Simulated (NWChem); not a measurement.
CH₄F₂OSi; SMILES F[Si](C)(O)F

```xyz
9

C      0.3851    -1.7947     0.0023
Si    -0.0121     0.0100    -0.0005
O     -1.6414     0.2093    -0.0084
F      0.6386     0.7517    -1.2704
F      0.6265     0.7546     1.2737
H     -0.0342    -2.2816     0.8889
H      1.4679    -1.9576     0.0023
H     -0.0343    -2.2832    -0.8834
H     -1.9849     1.1137    -0.0094
```
Atoms are numbered in this order, from 1.

Results from NWChem. Pople sets run with spherical d functions. Coordinates come from a B3LYP/6-31G* (spherical d) optimisation. Isolated, static molecule.

GIAO at B3LYP/6-31G*: principal shieldings of O3 are 238.8, 266.2, 332.2 ppm; an isolated water molecule has σ = 317.5 ppm at the same levels.

Problem. Find the isotropic 17O shift, its principal values, the span and the skew.

Solution. 
1. σ(iso) = one third of the sum = 279.1 ppm.
2. δ = σ(reference) − σ = 38.4 ppm against water.
3. δ11, δ22, δ33 = 78.7, 51.3, -14.7 ppm.
4. Span Ω = δ11 − δ33 = 93.4 ppm; skew κ = 3(δ22 − δ(iso))/Ω = 0.41.
